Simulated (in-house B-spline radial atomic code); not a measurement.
Mg⁺: 1s1 2s2 2p6 3s2 (with a hole in an inner shell)

Method: Dirac-Hartree-Fock, average of configuration, Fermi nucleus of rms radius 3.057 fm. Calculated with a B-spline radial code for spherical atoms.

Z_r = [3n² - l(l+1)]/(2<r>); Z_e = n√(-2ε); the last column is Slater's effective charge. Values are occupation-weighted means over j.

```tsv
shell	electrons	ε (eV)	<r> (bohr)	Z_r	Z_e	Slater
1s	1	-1486.6	0.1282	11.70	10.45	12.00
2s	2	-134.79	0.6411	9.36	6.30	8.70
2p	6	-96.58	0.6031	8.29	5.33	8.70
3s	2	-17.355	2.486	5.43	3.39	3.85
```

The least bound orbital is 3s1/2 at -17.36 eV, and it is also the most diffuse (<r> = 2.486 bohr). The part-filled 1s shell lies below the filled 3s shell in orbital energy.

Spin-orbit splittings of the orbital energies (j = l + 1/2 above j = l - 1/2 when positive): 2p 0.4438 eV.

For the 1s electron the small component carries 0.186 % of the norm, the zero-frequency Breit interaction raises the level by 0.152 eV, self-energy by 0.2892 eV, and vacuum polarisation lowers it by 0.01675 eV.
